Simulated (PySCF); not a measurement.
Computed IR spectrum (relative IR intensity) of a molecule C₂H₆N, multiplicity 2. Coordinates come from a r2SCAN-D4/def2-TZVP optimisation. Other conformers were not sampled. All values below come from r2SCAN-D4/def2-TZVP (PySCF). Harmonic, unscaled wavenumbers; measured fundamentals usually lie a few per cent lower.

ν (cm⁻¹): 222 (m), 317 (vs), 421 (m), 726 (w), 1013 (vw), 1026 (s), 1075 (w), 1244 (s), 1381 (w), 1407 (m), 1427 (w), 1484 (w), 1495 (w), 2919 (s), 2937 (s), 3039 (m), 3117 (s), 3120 (s), 3373 (m) (against the strongest line: vs over 80 %, s over 45 %, m over 15 %, w over 4 %, vw less)

Q: Pick the molecule that these values belong to.
(A) CC[NH]
(B) [CH2]CN
(C) C[N]C
(D) C[CH]N

A: A, CC[NH]
